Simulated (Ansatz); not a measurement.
This geometry of FH + H4OSn (8 atoms, charge 0, multiplicity 1) is a first-order saddle point.

Computed with Ansatz, RKS PBE/def2-SVP.

```xyz
8
Properties=species:S:1:pos:R:3
Sn -0.156 -0.051 -0.030
H -0.004 0.570 1.927
H 1.553 -0.308 -0.019
H -0.771 1.355 -0.812
O -0.736 -1.810 -0.796
H -1.677 -1.946 -0.571
F -1.895 -0.279 1.359
H -0.937 0.233 1.917
```

Which two structures does it join? (They come from a converged band through this point; their orientation in space is the band's.)

Bonds broken: Sn1–H2, F7–H8. Bonds formed: Sn1–F7, H2–H8. FH + H4OSn becomes FH3OSn + H2.

Image 0:

```xyz
8
Properties=species:S:1:pos:R:3
Sn 0.232 0.083 -0.086
H 0.083 0.316 1.655
H 1.875 -0.215 -0.500
H -0.468 1.445 -0.889
O -0.724 -1.626 -0.526
H -1.586 -1.568 -0.062
F -2.430 -0.429 1.480
H -1.605 -0.241 1.902
```

Image 6:

```xyz
8
Properties=species:S:1:pos:R:3
Sn -0.287 0.031 -0.601
H -0.426 -0.100 3.751
H 1.351 0.054 -0.088
H -0.834 1.081 -1.859
O -0.677 -1.891 -0.981
H -1.611 -2.006 -1.244
F -1.415 0.526 0.937
H -0.723 0.071 3.060
```

How far does it lie above each of them?

18.4 kcal/mol above the first and 26.0 kcal/mol above the second. This is the barrier of this one path; another mechanism may lie lower. The orbitals stay closed-shell, which can raise the energy where a bond breaks towards radicals; this wasn't checked here.

Time of the run: 5.9 min on 1 thread of Arm Neoverse V1, on a shared host, peak memory 0.14 GiB.
